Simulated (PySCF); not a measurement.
Match the calculated data to a structure.

All candidates are C6H6N2O.

* NMR, other nuclei: isotropic shieldings of nuclei other than C and H, by class: -76 (1 N), -75 (1 N), -181 (1 O) ppm [GIAO PBE0/pcSseg-1]
* UV, first state: lowest singlet excitation: 4.21 eV (295 nm, f = 0.000) [TDDFT CAM-B3LYP/def2-SVPD]
* Rotational structure: rotational constants A, B, C: 5.358, 1.032, 0.865 GHz [GFN2-xTB]
* Triplet: lowest triplet excitation (Tamm–Dancoff): 2.30 eV [TDA CAM-B3LYP/def2-SVPD]
* 13C NMR: chemical shifts (computed TMS as zero) by class: 166.9 (1 C), 144.9 (2 C), 130.0 (2 C), 128.5 (1 C) ppm [GIAO PBE0/pcSseg-1]
* UV, strongest line: among the 8 lowest singlet transitions: S4 at 4.51 eV (275 nm, f = 0.241) [TDDFT CAM-B3LYP/def2-SVPD]

Electronic properties: PySCF, gas phase, density fitting. Levels stand in brackets. Isolated species at its GFN2-xTB geometry (one conformer only). NMR values are class means; diastereotopic atoms form classes of their own.

Question: Which candidate is it?
A. `CC(=O)c1cccnn1`
B. `[H]/N=C\c1cc[n+]([O-])cc1`
C. `Cc1cc(C=O)cnn1`
D. `CC(=O)c1ccnnc1`

Answer: B. It is `[H]/N=C\c1cc[n+]([O-])cc1`. Numbering: `[H]/[N:1]=[CH:2]\[c:3]1[cH:4][cH:5][n+:6]([O-:7])[cH:8][cH:9]1`. Its formula, C6H6N2O, gives 5 degrees of unsaturation: 1 ring and 4 π bonds in the structure found (Kekulé form). 6 carbons fall into 4 classes; from least to most shielded: imine carbon [C2] (166.9 ppm), aromatic CH next to a ring nitrogen [C5/C8] (144.9 ppm, 2 C), aromatic CH carbon [C4/C9] (130.0 ppm, 2 C, up to 7.9 ppm apart in this geometry), substituted aromatic carbon [C3] (128.5 ppm). The other shieldings belong to: -76 ppm, imine nitrogen [N1]; -75 ppm, N-oxide nitrogen [N6]; -181 ppm, N-oxide oxygen [O7]. S1 is mainly HOMO−1→LUMO (weight 0.87); the largest Löwdin shares of the orbital it empties are 0.72 on the N-oxide oxygen, 0.10 on the N-oxide nitrogen and 0.04 on the imine nitrogen, of the orbital it fills 0.16 on the N-oxide nitrogen, 0.14 on the substituted aromatic carbon, 0.14 on the imine nitrogen and 0.14 on the N-oxide oxygen. The optimised geometry has point group Cs and is an asymmetric top.

The others, at the same levels:
- `Cc1cc(C=O)cnn1` fails: it has 6 carbon classes against 4; its computed 13C shifts are 198.5 (1 C), 165.8 (1 C), 152.8 (1 C), 132.0 (1 C), 124.5 (1 C), 25.3 (1 C) ppm, rotational constant A is 3.147 GHz (against 5.358 GHz) and smallest rotational constant is 0.917 GHz (against 0.865 GHz).
- `CC(=O)c1cccnn1` fails: it has 6 carbon classes against 4; its computed 13C shifts are 205.2 (1 C), 159.2 (1 C), 157.0 (1 C), 130.6 (1 C), 129.9 (1 C), 30.2 (1 C) ppm, rotational constant A is 3.823 GHz (against 5.358 GHz) and smallest rotational constant is 0.980 GHz (against 0.865 GHz).
- `CC(=O)c1ccnnc1` fails: it has 6 carbon classes against 4; its computed 13C shifts are 202.6 (1 C), 158.0 (1 C), 151.4 (1 C), 132.4 (1 C), 126.3 (1 C), 29.1 (1 C) ppm, rotational constant A is 3.911 GHz (against 5.358 GHz) and smallest rotational constant is 0.947 GHz (against 0.865 GHz).

Each candidate is one conformer, not necessarily the lowest. Dipoles, sizes and rotational constants follow the conformer. The torsions of the flexible species, by atom-mapped SMILES:
- `[H]/[N:1]=[CH:2]\[c:3]1[cH:4][cH:5][n+:6]([O-:7])[cH:8][cH:9]1`: N1–C2–C3–C4 0°
- `[CH3:1][c:2]1[cH:3][c:4]([CH:5]=[O:6])[cH:7][n:8][n:9]1`: C3–C4–C5–O6 0°
- `[CH3:1][C:2](=[O:3])[c:4]1[cH:5][cH:6][cH:7][n:8][n:9]1`: C1–C2–C4–C5 180°
- `[CH3:1][C:2](=[O:3])[c:4]1[cH:5][cH:6][n:7][n:8][cH:9]1`: C1–C2–C4–C5 178°
